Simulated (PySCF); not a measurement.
# From computed data to an observable: refractive index and permittivity of the vapour

C2H6GeSi, SMILES C1=[CH][GeH2][SiH2]1.

Geometry optimised at B3LYP-D3(BJ)/def2-SVP. This is a generated structure with no PubChem entry under its InChIKey; it may be hypothetical.

M06-2X/def2-TZVP run with PySCF gives a mean static polarisability of 80.7 bohr³ and a dipole moment of 0.32 D. Take an ideal gas at 298.15 K and 0.01 bar, whether or not the substance is that volatile.

Task: Work out n − 1 in the optical limit and the static ε − 1.

Result: 
Polarisability volume α' = 80.7 × 0.148185 = 11.96 Å³. Number density N = p/kT = 2.43e-7 Å⁻³.
Dilute limit of Lorentz–Lorenz: n − 1 = 2π N α' = 1.8e-5.
Orientation term of Debye: μ²/(3kT) = 8.098 Å³ × μ²(D²) = 0.83 Å³.
ε − 1 = 4π N (α' + μ²/3kT) = 3.9e-5. Orientation of the dipole supplies 6 % of the static response; it can't follow optical fields. Vibrational polarisation and dispersion are left out.
